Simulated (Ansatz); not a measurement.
CH6O2Sn can be A, `O[CH2][SnH2][OH]`, or B, `C[O][SnH2][OH]`.

Computed with Ansatz on PBE0-D4/def2-TZVP structures; ΔE is electronic, products minus reactants. CCSD(T)/CBS is the MP2 limit (def2-TZVPP, def2-QZVPP) plus CCSD(T) − MP2 in def2-TZVPP, frozen cores. DFT in def2-TZVPP. B3LYP here is the variant with VWN-RPA as its local correlation; programs differ in this. def2 core potentials past Kr. For Sn outer-core shells are correlated without core-valence functions, which leaves a few kJ/mol of doubt a bond. Each species was taken in one conformer, which may not be the lowest.

A:

Z-matrix (Å, degrees):
```
C
Sn 1 2.146
O 1 1.416 2 107.0
H 1 1.096 2 108.3 3 -121.5
H 1 1.096 2 108.3 3 121.5
O 2 1.976 1 101.2 3 -179.3
H 2 1.712 1 113.5 3 64.8
H 2 1.711 1 113.5 3 -63.4
H 3 0.961 1 108.9 2 180.0
H 6 0.959 2 113.9 1 -179.5
```

B:

```xyz
10

C    -0.156   -1.086   -1.330
O    -0.058   -0.782    0.037
Sn    0.119    1.071    0.659
O     0.205    0.808    2.592
H    -0.248   -2.171   -1.436
H     0.733   -0.773   -1.897
H    -1.038   -0.631   -1.803
H     1.590    1.735    0.104
H    -1.285    1.955    0.261
H     0.139   -0.125    2.814
```

(1) Which is lower in electronic energy at CCSD(T)/CBS, and by how much? (Best estimate.)

(2) Give E(B) − E(A) in kJ/mol with CCSD/def2-TZVPP, B3LYP, MP2/def2-TZVPP, PBE-D4, PBE0-D4, r2SCAN-D4, CCSD(T)/def2-TZVPP. (Best estimate.)

Largest T1 diagnostic: 0.014.

Answers

(1) The calculation gave: B, by 51.3 kJ/mol.

(2) The calculation gave: CCSD/def2-TZVPP -48.4, B3LYP -52.1, MP2/def2-TZVPP -49.2, PBE-D4 -45.9, PBE0-D4 -45.2, r2SCAN-D4 -53.5, CCSD(T)/def2-TZVPP -48.5. None reverses the order clearly.

In def2-TZVPP, CCSD(T) changes the Hartree–Fock value by +12.0 kJ/mol (the triples alone add −0.0 kJ/mol) and MP2 by +11.4 kJ/mol.
